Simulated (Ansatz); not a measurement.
`C[CH2][SnH3]` + `[CH3][SnH3]` → `[SnH3][CH2][SnH3]` + ethane  (formal exchange of groups at the Sn–C bond)

Gas-phase electronic energies from Ansatz, PBE0-D4/def2-TZVP geometries. CCSD(T)/CBS is the MP2 limit (def2-TZVPP, def2-QZVPP) plus CCSD(T) − MP2 in def2-TZVPP, frozen cores. This one scheme is used for every species. DFT in def2-TZVPP. HSE06 is defined as in plane-wave codes. def2 core potentials past Kr. For Sn outer-core shells are correlated without core-valence functions, which leaves a few kJ/mol of doubt a bond.

```json
{"level": "revPBE-D4", "ΔE (kJ/mol)": "-7.5", "difference from CCSD(T)/CBS": "6.2"}
{"level": "r2SCAN-D4", "ΔE (kJ/mol)": "-10.5", "difference from CCSD(T)/CBS": "3.2"}
{"level": "B97M-V", "ΔE (kJ/mol)": "-11.7", "difference from CCSD(T)/CBS": "2.0"}
{"level": "r2SCANh-D4", "ΔE (kJ/mol)": "-10.9", "difference from CCSD(T)/CBS": "2.8"}
{"level": "BHLYP-D4", "ΔE (kJ/mol)": "-13.9", "difference from CCSD(T)/CBS": "-0.2"}
{"level": "PBE-QIDH", "ΔE (kJ/mol)": "-13.1", "difference from CCSD(T)/CBS": "0.6"}
{"level": "PBE", "ΔE (kJ/mol)": "-8.1", "difference from CCSD(T)/CBS": "5.6"}
{"level": "revPBE", "ΔE (kJ/mol)": "-7.9", "difference from CCSD(T)/CBS": "5.8"}
{"level": "PBE0", "ΔE (kJ/mol)": "-9.8", "difference from CCSD(T)/CBS": "3.9"}
{"level": "HSE06", "ΔE (kJ/mol)": "-9.8", "difference from CCSD(T)/CBS": "3.9"}
{"level": "CCSD/def2-SVP", "ΔE (kJ/mol)": "-15.0", "difference from CCSD(T)/CBS": "-1.3"}
{"level": "CCSD(T)/def2-SVP", "ΔE (kJ/mol)": "-15.4", "difference from CCSD(T)/CBS": "-1.7"}
{"level": "HF/def2-TZVPP", "ΔE (kJ/mol)": "-13.1", "difference from CCSD(T)/CBS": "0.6"}
{"level": "SCS-MP2/def2-TZVPP", "ΔE (kJ/mol)": "-14.4", "difference from CCSD(T)/CBS": "-0.7"}
{"level": "CCSD(T)/def2-TZVPP", "ΔE (kJ/mol)": "-13.3", "difference from CCSD(T)/CBS": "0.4"}
{"level": "CCSD/CBS(def2)", "ΔE (kJ/mol)": "-13.3", "difference from CCSD(T)/CBS": "0.4"}
{"level": "CCSD(T)/CBS", "ΔE (kJ/mol)": "-13.7", "difference from CCSD(T)/CBS": "0"}
```

Largest T1 diagnostic among the species: 0.013.

From BLYP to BHLYP (50 % exact exchange), in def2-TZVPP and without D4, ΔE moves by −3.3 kJ/mol. Leaving LDA and LC-ωPBE aside and taking each functional with its dispersion term where it has one, the values spread over 6.4 kJ/mol, from BHLYP-D4 to revPBE-D4.
